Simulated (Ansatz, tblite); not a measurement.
Removing an electron: GeF4. The state is a singlet with charge 0. Geometry: B3LYP-D4/def2-SVP. Ansatz, gas phase; energy differences of separate SCF runs; the oxidised species was run as a doublet alone.

```xyz
5

Ge    0.000    0.000    0.000
F     0.124   -0.480   -1.632
F    -1.160   -0.968    0.791
F    -0.477    1.635    0.077
F     1.513   -0.187    0.764
```

The xTB rows come from tblite. HOMO above LUMO, or a gap near zero within one spin, warns that the state may not be the lowest or that an electron is smeared out.

(1) Estimate orbital energies and vertical ionisation energies at: GFN1-xTB; GFN2-xTB; PBE-D4/def2-TZVP; r2SCAN-D4/def2-TZVP; PBE0-D4/def2-TZVP.

Results:

(1) 
| level | −HOMO (eV) | vertical IE (eV) | −LUMO (eV) | HOMO–LUMO gap (eV) | remarks |
| --- | --- | --- | --- | --- | --- |
| GFN1-xTB | 15.26 | 19.11 | 8.31 | 6.95 | – |
| GFN2-xTB | 15.42 | 19.14 | 7.66 | 7.76 | – |
| PBE-D4/def2-TZVP | 10.47 | 14.12 | 3.11 | 7.36 | gap within one spin near zero (+1 doublet) |
| r2SCAN-D4/def2-TZVP | 11.04 | 14.55 | 2.74 | 8.30 | – |
| PBE0-D4/def2-TZVP | 12.68 | 15.21 | 1.97 | 10.71 | – |

Relaxing the oxidised species (B3LYP-D4/def2-SVP) changes its energy by -0.06 eV at PBE-D4/def2-TZVP, so the adiabatic ionisation energy to this nearest minimum is 14.05 eV. At PBE0-D4/def2-TZVP it is 14.58 eV.    Raw xTB energy differences between charge states are shifted by several eV; the methods need an empirical correction for them.
